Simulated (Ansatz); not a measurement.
Mulliken charges of GeTe, SMILES `[Ge][Te]` from r2SCAN/def2-TZVPP in Ansatz (PBE0-D4/def2-TZVP geometry).

```json
{"atom": "Ge1", "x (Å)": "0.000", "y (Å)": "0.000", "z (Å)": "0.001", "charge (e)": "0.139"}
{"atom": "Te2", "x (Å)": "0.000", "y (Å)": "0.000", "z (Å)": "2.339", "charge (e)": "-0.139"}
```

**Question.** By hand: the dipole of these point charges (1 e Å = 4.8032 D).

**Answer.** Σ q r = (0.000, 0.000, -0.325) e Å, of length 0.325 e Å = 1.56 D.

**Question.** How does the dipole of the full density compare? (Best estimate.)

**Answer.** The calculation gave: (0.000, 0.000, -0.209) e Å, 1.00 D; the point charges give 1.56 times that, at 0° from its direction.

Point charges leave out the atoms' own dipoles, such as those of lone pairs, and Mulliken's split depends on the basis, so the two needn't agree.
